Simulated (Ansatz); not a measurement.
Ansatz (a program for electronic structure) input:
A basis named .json is the Basis Set Exchange file of that set.

Ansatz 0.2 input:
```yaml
crystal:
  periodic: [false, false, false]
  atoms:
    - {symbol: Ge, position_ang: [0.00000000, -0.00000000, -0.00000000]}
    - {symbol: H, position_ang: [-0.62084931, -0.89938570, -1.07909442]}
    - {symbol: H, position_ang: [0.56820009, -0.87256181, 1.12897202]}
    - {symbol: H, position_ang: [-1.07716225, 0.93547100, 0.56869039]}
    - {symbol: H, position_ang: [1.12981147, 0.83647651, -0.61856799]}
basis:
  gaussian:
    orbitals: def2-TZVPPD.json
magnetization: {spin_polarized: true, initial_magnetization: 2}
correlation: {method: ccsd_t, electrons: outside_noble_gas}
```

Task: What final total energy does it print?

Result: -2077.54292 Eh (CCSD(T)/def2-TZVPPD). The basis has 122 functions.

This state (charge 0, triplet) is run at the relaxed geometry of the species with charge 0 and multiplicity 1, and is a spin state other than that species' own.
